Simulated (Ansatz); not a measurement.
Tl3Cl3⁺, 6 atoms. Hardware: 4 threads of Arm Neoverse V2 on a shared host.

In the def2 sets Tl takes a core potential; there is no spin–orbit coupling. Correlated methods freeze 27 core orbitals; core or outer-core shells of Tl are correlated, in sets that lack core-valence functions.

Task: How many basis functions does each of these Ansatz runs have, and roughly what does it cost? PBE-D4/def2-TZVP, charge 1 doublet, energy and forces, from earlier orbitals; r2SCANh-D4/def2-TZVP, charge 1 doublet, energy, from earlier orbitals; PBE-D4/def2-SVP, charge 1 doublet, energy with a search over starts; PBE-D4/def2-SVP, charge 1 doublet, energy, from earlier orbitals; PBE0-D4/def2-SVP, charge 1 doublet, energy, from earlier orbitals; CCSD(T)/def2-SVP, charge 1 doublet, energy, from earlier orbitals; PBE-D4/def2-SVP, charge 1 doublet, relaxation, 7 steps; PBE0-D4/def2-TZVP, charge 1 doublet, energy, from earlier orbitals; r2SCAN-D4/def2-TZVP, charge 1 doublet, energy, from earlier orbitals; MP2/def2-TZVP, charge 1 doublet, energy, from earlier orbitals; LC-ωPBE/def2-TZVP, charge 1 doublet, energy, from earlier orbitals.

Result: Other jobs shared the machine, so times can vary by a factor of up to 3. A dash marks memory too small to be measured apart from the calling script's.

```json
{"run": "PBE-D4/def2-SVP, charge 1 doublet, energy, from earlier orbitals", "functions": "132", "fitting or Cholesky vectors": "1461", "wall time": "3.5 s", "peak host memory (GiB)": "–"}
{"run": "PBE-D4/def2-SVP, charge 1 doublet, energy with a search over starts", "functions": "132", "fitting or Cholesky vectors": "1461", "wall time": "6 s", "peak host memory (GiB)": "–"}
{"run": "PBE0-D4/def2-SVP, charge 1 doublet, energy, from earlier orbitals", "functions": "132", "fitting or Cholesky vectors": "1537", "wall time": "6 s", "peak host memory (GiB)": "0.71"}
{"run": "PBE-D4/def2-TZVP, charge 1 doublet, energy and forces, from earlier orbitals", "functions": "261", "fitting or Cholesky vectors": "1935", "wall time": "9 s", "peak host memory (GiB)": "0.55"}
{"run": "LC-ωPBE/def2-TZVP, charge 1 doublet, energy, from earlier orbitals", "functions": "261", "fitting or Cholesky vectors": "1935", "wall time": "15 s", "peak host memory (GiB)": "1"}
{"run": "PBE-D4/def2-SVP, charge 1 doublet, relaxation, 7 steps", "functions": "132", "fitting or Cholesky vectors": "1461", "wall time": "16 s", "peak host memory (GiB)": "–"}
{"run": "r2SCAN-D4/def2-TZVP, charge 1 doublet, energy, from earlier orbitals", "functions": "261", "fitting or Cholesky vectors": "1935", "wall time": "19 s", "peak host memory (GiB)": "0.66"}
{"run": "MP2/def2-TZVP, charge 1 doublet, energy, from earlier orbitals", "functions": "261", "fitting or Cholesky vectors": "2076", "wall time": "22 s", "peak host memory (GiB)": "1.3"}
{"run": "PBE0-D4/def2-TZVP, charge 1 doublet, energy, from earlier orbitals", "functions": "261", "fitting or Cholesky vectors": "2181", "wall time": "27 s", "peak host memory (GiB)": "1.4"}
{"run": "r2SCANh-D4/def2-TZVP, charge 1 doublet, energy, from earlier orbitals", "functions": "261", "fitting or Cholesky vectors": "1935", "wall time": "37 s", "peak host memory (GiB)": "1.5"}
{"run": "CCSD(T)/def2-SVP, charge 1 doublet, energy, from earlier orbitals", "functions": "132", "fitting or Cholesky vectors": "1537", "wall time": "2.1 min", "peak host memory (GiB)": "2.3"}
```
